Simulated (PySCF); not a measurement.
## Fine-structure interval along the 9-electron series

Calculated with PySCF 2.14 and a two-component X2C-1e Hamiltonian (Gaussian nucleus, no Breit or QED terms), each ion in its own even-tempered basis scaled to its charge; GMP2 freezes nothing and drops the highest virtual spinors. Values in cm⁻¹.

```csv
ion,configuration,GHF (screened spin-orbit),GMP2 (screened spin-orbit),GHF (bare spin-orbit)
P(6+),[He] 2s2 2p5,7190.6,7785.3,8379.5
S(7+),[He] 2s2 2p5,10114,10752,11644
Cl(8+),[He] 2s2 2p5,13813,14481,15741
```

Between Z = 15 and Z = 17 the GHF (bare spin-orbit) value grows as Z to the power 5.04.
